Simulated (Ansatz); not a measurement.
The cluster B₅N₄⁺. Charge 1, multiplicity 1. Geometry r2SCAN-D4/def2-SVP; atoms count from 1.

```xyz
9

B     1.651    0.233   -0.621
B     0.438   -1.615   -0.379
B    -1.188    1.394    0.647
B     0.290    1.916    0.131
B    -1.477   -0.872    0.471
N     1.416    1.553   -0.360
N    -0.787   -1.910    0.066
N     1.595   -1.068   -0.766
N    -1.937    0.368    0.811
```

The structure comes from a short search, and lower isomers may exist.

(1) Estimate the Mulliken populations from the PBE0/def2-TZVP orbitals of Ansatz.

(2) And the Mayer bond orders between bonded heavy atoms (over 0.3)?

Answers

(1) 
```json
{"atom": "B1", "charge (e)": "0.05"}
{"atom": "B2", "charge (e)": "0.04"}
{"atom": "B3", "charge (e)": "0.06"}
{"atom": "B4", "charge (e)": "0.06"}
{"atom": "B5", "charge (e)": "0.05"}
{"atom": "N6", "charge (e)": "0.22"}
{"atom": "N7", "charge (e)": "0.15"}
{"atom": "N8", "charge (e)": "0.15"}
{"atom": "N9", "charge (e)": "0.22"}
```
Mulliken values and Mayer orders depend strongly on the basis.

(2) B1–N6 1.40 (1.37 Å); B1–N8 1.79 (1.31 Å); B2–N7 1.59 (1.34 Å); B2–N8 1.59 (1.34 Å); B3–B4 1.02 (1.65 Å); B3–N9 2.07 (1.28 Å); B4–N6 2.07 (1.28 Å); B5–N7 1.79 (1.31 Å); B5–N9 1.40 (1.37 Å).
